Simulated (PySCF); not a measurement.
# NMR data sheet: 1,2,4,5-tetrafluorobenzene

```yaml
Formula: C6H2F4
SMILES: Fc1cc(F)c(F)cc1F
Point_group_of_the_computed_structure: D2h
Degrees_of_unsaturation: 4
Carbon_signals: 2
Proton_signals: 1
```

Bonds (- single, = double, # triple, : aromatic): F1-C2 1.330 Å, C2:C3 1.381 Å, C3:C4 1.381 Å, C4-F5 1.330 Å, C4:C6 1.386 Å, C6-F7 1.329 Å, C6:C8 1.381 Å, C8:C9 1.381 Å, C9-F10 1.329 Å, C9:C2 1.386 Å. C3 carries H11; C8 carries H12.

One conformer, averaged over atoms made equivalent by symmetry, fast rotation or ring inversion, in vacuum, non-relativistic Hamiltonian. Geometry from PBE0-D3(BJ)/def2-TZVP; NMR shieldings at B97-2/pcSseg-2/GIAO; PySCF 2.14.

Scale: ¹H, ¹³C against TMS; CFCl3 for ¹⁹F (reference shieldings calculated alike).

```tsv
carbon	δC, type	δH (multiplicity)	HMBC from (2–3 bonds)	span of the C tensor (ppm)
C2/C4/C6/C9	155.5, C	–	H11/H12	115
C3/C8	112.5, CH	7.12 (m)	–	151
```

Other nuclei:
```
       atoms  nucleus    environment  δ (ppm)  σ (ppm)
F1/F5/F7/F10      ¹⁹F  aryl fluorine   -143.6    319.5
```

- Carbon types of the structure: 4 × C, 2 × CH, which accounts for all hydrogens.
- δC 155.5: aromatic carbon bearing fluorine; the electronegative substituent deshields the carbon that carries it.
- δC 112.5: aromatic CH.
- δH 7.12: hydrogen on an aromatic CH; ring-current deshielding.

Splittings by ¹⁹F in the carbon and heteronuclear signals aren't shown, as no couplings were computed. Shifts are as computed. Against solution values, carbons near 30 ppm lie about +3 ppm off and those near 130 ppm about +7 ppm. Of 1309 compounds with measured shifts, 239 miss one by over three times the rms of a fit or turn the order of signals round; such compounds aren't used in these exercises. Unscaled 19F shifts against computed CFCl3 carry errors that often reach 10 to 50 ppm.
